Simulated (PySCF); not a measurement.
**BeN: mean field, correlation and small terms against distance**

State: ⁴Σ⁻, quartet, unpaired electrons σ ↑, π ↑↑. ROHF-based CCSD(T) in PySCF 2.14 with Be cc-pVTZ, N cc-pVTZ and Be cc-pVQZ, N cc-pVQZ (frozen core orbitals: 2; no relativity). Correlation energies are extrapolated as n⁻³ (n = 3, 4), Hartree–Fock as (n+1)·exp(−9√n). CV is the change on freezing 0 orbitals instead, in Be cc-pCVTZ, N cc-pwCVTZ. SR is the spin-free X2C energy in Be cc-pVTZ-DK, N cc-pVTZ-DK less the non-relativistic one in Be cc-pVTZ, N cc-pVTZ. All energies in eV from Be + N.

```json
{"R (Å)": "1.4194", "HF/CBS": "-0.649", "CCSD corr.": "-0.394", "(T)": "-0.0896", "CV": "-0.0387", "SR": "0.0046", "total": "-1.166"}
{"R (Å)": "1.4839", "HF/CBS": "-0.893", "CCSD corr.": "-0.411", "(T)": "-0.0953", "CV": "-0.0303", "SR": "0.0049", "total": "-1.424"}
{"R (Å)": "1.5484", "HF/CBS": "-0.995", "CCSD corr.": "-0.431", "(T)": "-0.1014", "CV": "-0.0235", "SR": "0.0052", "total": "-1.546"}
{"R (Å)": "1.6129", "HF/CBS": "-0.994", "CCSD corr.": "-0.454", "(T)": "-0.1079", "CV": "-0.0178", "SR": "0.0052", "total": "-1.568"}
{"R (Å)": "1.6775", "HF/CBS": "-0.918", "CCSD corr.": "-0.480", "(T)": "-0.1148", "CV": "-0.0131", "SR": "0.0052", "total": "-1.521"}
{"R (Å)": "1.7581", "HF/CBS": "-0.750", "CCSD corr.": "-0.518", "(T)": "-0.1241", "CV": "-0.0083", "SR": "0.0050", "total": "-1.396"}
{"R (Å)": "1.8388", "HF/CBS": "-0.530", "CCSD corr.": "-0.562", "(T)": "-0.1342", "CV": "-0.0045", "SR": "0.0046", "total": "-1.226"}
```

A fit to the total gives Re = 1.5981 Å, De = 1.570 eV, ωe = 947.8 cm⁻¹, Be = 1.204 cm⁻¹ (masses 9.0122 and 14.0031 u).

Q: At R = 1.6129 Å the CCSD correlation energy is -0.171557 hartree in the smaller basis and -0.181977 in the larger. Extrapolate it.

A: (4³·E4 − 3³·E3)/(4³ − 3³) = -0.18958 hartree; the larger basis holds 96.0 % of it.

The T1 diagnostic is 0.025. The state was picked by a PBE0 search and need not be the measured ground state. Spin–orbit coupling, excitations beyond (T) and corrections to the Born–Oppenheimer picture are left out.
